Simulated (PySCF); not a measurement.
## Correlation energy of Ru+ (ruthenium, charge +1)

[Kr] 4d7, high-spin 4F determinant. Calculation: PySCF 2.14, in aug-cc-pVTZ-DK; scalar relativity by spin-free X2C-1e. Frozen: [Kr]; 7 electrons correlated.

| level | correlation energy (mhartree) |
| --- | --- |
| CCSD | -161.28 |
| (T) | -5.51 |
| CCSD(T) | -166.79 |

Diagnostics: T1 = 0.0040, D1 = 0.0059, largest double amplitude 0.024.

Cost of the coupled-cluster step: about 30 core-seconds, for 7 correlated electrons.
